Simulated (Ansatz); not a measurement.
Na2Cl2, relaxed as a singlet with RKS PBE0-D4/def2-TZVP in Ansatz, starting from the GFN2-xTB geometry. Force threshold 0.02 eV/Å.

The structure comes from a short search, and lower isomers may exist.

Start:

```xyz
4

Na    1.016   -0.119    2.677
Na   -0.491   -0.326   -1.273
Cl    0.284   -1.266    0.834
Cl   -0.808    1.711   -2.238
```

Estimate the energy that the relaxation releases and the steps that it takes.

119.4 kJ/mol, in 12 steps; 17 s on 4 threads of Arm Neoverse V1 on a shared host. No frequencies were taken in this run, so the end may be a saddle point.

Does the start keep its bonding and symmetry?

Bonds formed: Na1–Cl4 (atoms count from 1). Metal–metal contacts that move far: Na1–Na2 4.23 to 3.18 Å. The end is the same structure that another start reached, the lowest one found. Point group Cs at the start, D2h at the end, both within 0.05 Å.

Predict the relaxed structure.


Cartesian coordinates in Å:
```
Na 0.516 0.755 1.303
Na -0.515 -0.755 -1.304
Cl 0.293 -1.735 0.888
Cl -0.294 1.735 -0.888
```
Bond lengths (bridged metal pairs left out): 4 × Cl–Na 2.53 Å.
